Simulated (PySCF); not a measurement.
Gas-phase reaction: 6 GeO₂ ⇌ 3 Ge₂O₂ + 2 O₃

Method: PySCF energies plus ideal-gas RRHO corrections (1 bar). † marks an energy on the PBE0/def2-TZVP geometry and frequencies; other levels use their own. 6-31G* has spherical d functions here. All species are closed-shell singlets. B3LYP is the form with VWN-RPA correlation. Ge: all electrons, no relativistic terms. GeO₂, Ge₂O₂: computed as isolated molecules; such fragments, hydroxides, amides, oligomers or adducts are transient or little studied in the gas. Strong static correlation: O₃.

HF/6-31G* gives ΔH°(298 K) = -254 kJ.

Problem. What do r2SCAN/def2-TZVP†, B3LYP/def2-TZVP†, PBE0/def2-QZVP† give?

Solution. r2SCAN/def2-TZVP†: -14 kJ; B3LYP/def2-TZVP†: -47 kJ; PBE0/def2-QZVP†: -84 kJ. For scale, ΔH°(298 K) is -254 kJ at this level, -146 kJ at ωB97M-V/def2-TZVP†, and runs from -254 to 255 kJ over the 20 levels computed († marks an energy on the PBE0/def2-TZVP geometry).
